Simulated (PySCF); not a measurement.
Compound: C₄H₆FNSi.
Cartesian coordinates in Å at the GFN2-xTB level; atoms count from 1:
```xyz
13
C4H6FNSi angstrom
N      3.527    1.089    1.389
C      2.876    0.543    0.621
Si     1.818   -0.346   -0.639
C      0.066    0.289   -0.409
C     -0.970   -0.461   -0.060
C     -2.370    0.038    0.112
F     -2.483    1.378   -0.153
H      2.354    0.019   -1.953
H      1.928   -1.777   -0.347
H     -0.113    1.344   -0.581
H     -0.870   -1.521    0.132
H     -3.054   -0.480   -0.573
H     -2.713   -0.113    1.144
```

Computed with TDDFT wB97X-D/def2-SVPD, vertical, gas phase, core orbitals frozen in the response (PySCF).

Transition dipole moments from the ground state, in atomic units and in the frame of the coordinates above (overall signs are arbitrary), for the states with f of 0.002 or more among the lowest 7:

```tsv
state	E (hartree)	μx	μy	μz
S1	0.2580	0.775	0.227	0.034
S2	0.2616	-1.539	-0.355	0.302
S3	0.2647	0.276	0.051	-0.061
S4	0.2702	0.296	0.004	-0.252
S5	0.2759	0.083	0.119	-0.115
S6	0.2792	0.023	-0.115	-0.067
S7	0.2882	0.202	-0.050	-0.027
```

Work out the oscillator strengths.

f = (2/3) ΔE |μ|² with ΔE in hartree (27.2114 eV).

| state | \|μ\|² (au) | \|μ\| (D) | f |
| --- | --- | --- | --- |
| S1 | 0.652 | 2.05 | 0.112 |
| S2 | 2.587 | 4.09 | 0.451 |
| S3 | 0.083 | 0.73 | 0.015 |
| S4 | 0.151 | 0.99 | 0.027 |
| S5 | 0.034 | 0.47 | 0.006 |
| S6 | 0.018 | 0.34 | 0.003 |
| S7 | 0.044 | 0.53 | 0.008 |

Which bond between heavy atoms lies closest to the direction of the S2 transition dipole?

C4–C5, at 23° from it; next C5–C6 and Si3–C4 at 32°.

What angle do the transition dipoles of S1 and S2 make?

|cos θ| = |μa·μb| / (|μa| |μb|) = 0.97, so θ ≈ 14° (taken between 0 and 90°, since the signs are arbitrary).

What peak molar absorption coefficient would the strongest computed level give as a lone Gaussian band 0.4 eV wide at half height?

ε(max) = 2.175×10⁸ f / FWHM, with the width in cm⁻¹. S2: 2.175×10⁸ × 0.4512 / 3226 ≈ 30000 L mol⁻¹ cm⁻¹.

One conformer stands for the species.
